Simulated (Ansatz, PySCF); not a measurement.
Process, species as SMILES: [CH2]B(I)I → [CH2-]B(I)I (an electron is taken up)
Geometries: B3LYP-D3(BJ)/def2-TZVP minima from Ansatz (a quantum-chemistry and plane-wave program), one conformer each, not searched for the lowest. Frequencies are from Ansatz or PySCF.

Wanted: adiabatic electron affinity (0 K, with B3LYP-D3(BJ) harmonic zero-point energies), positive where the reaction releases energy, in eV. Cores are frozen in the correlated levels unless marked. UHF or UKS for open shells. Spin-orbit coupling is left out. The frozen core is the preceding noble-gas configuration, with the filled d and f shells of earlier blocks. In def2 rows, elements after Kr have scalar-relativistic effective core potentials. Anions need diffuse functions: def2-D sets add few; the other sets have none. CBS(X,Y): correlation extrapolated as X^-3; Hartree-Fock from the larger set.

```tsv
level	program	adiabatic electron affinity (eV)
HF/def2-SVP	Ansatz	1.49
HF/def2-TZVPP	Ansatz	1.56
SVWN5/def2-TZVPD	Ansatz	2.98
PBE/def2-TZVPD	Ansatz	2.73
PBE0/def2-QZVPP	Ansatz	2.71
B2PLYP-D4/def2-TZVPD	Ansatz + dftd4	2.80
MP2/def2-TZVPPD	Ansatz	2.96
```

Predict the CCSD(T)/CBS(def2-TZVPPD,def2-QZVPPD) result (Ansatz).

3.00 eV, so MP2/def2-TZVPPD differs from it by -0.04 eV.
